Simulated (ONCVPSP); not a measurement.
# fluorine: excitation energies, all-electron against ONCV

| Property | Result |
| --- | --- |
| Element | fluorine (F) |
| Generator | ONCVPSP 4.0.1 |
| Type | optimised norm-conserving Vanderbilt (ONCV) |
| Functional | LDA (Perdew-Wang 92) |
| Relativity | scalar-relativistic |
| Frozen core | [He] |
| Valence charge | 7 |
| Reference configuration | 2s2 2p4.75 (charge +0.25) |
| Partial waves | 2s: rc 0.55 bohr, ncon 4, nbas 8, qcut 11.8 1/bohr, 2 projectors, debl 0.4 Ha; 2p: rc 1.45 bohr, ncon 4, nbas 8, qcut 9.6 1/bohr, 3 projectors, debl 1.6 Ha; d scattering state at 0.21 Ha: rc 1.30 bohr, ncon 4, nbas 9, qcut 7.1 1/bohr, 2 projectors, debl 3.8 Ha |
| Local potential | polynomial inside 0.40 bohr (lpopt 5, dvloc0 3 Ha) |
| Core correction | Teter function fitted to the true core (icmod 2), fcfact 0.6 |

In the s channel the program set the typed energies aside and used -1.237, 0.250 Ha.

Energies are relative to the spin-unpolarised reference configuration 2s2 2p4.75; without spin polarisation the order of configurations can differ from experiment.

```csv
valence configuration,charge,ΔE all-electron (eV),error AE − PS (meV)
2s2 2p5,0,-3.309,+1.6
2s2 2p3,+2,54.767,+254
```

Question: What are ΔE and the potential's error for 2s2 2p4?

Answer: ΔE = 16.249 eV all-electron; the error (AE − PS) is +25 meV.

Question: What are ΔE and the potential's error for 2s1 2p5?

Answer: ΔE = 34.906 eV all-electron; the error (AE − PS) is -28 meV.

Levels in the configuration 2s1 2p5:

```
level  all-electron (eV)  pseudo (eV)
   2s            -47.252      -47.331
   2p            -28.557      -28.620
```

Note: ghosts flagged at negative energy: s at -489.4 eV; GHOST(+) flagged for d at 22.7 eV. A true bound ghost makes a file unfit for plane-wave use.
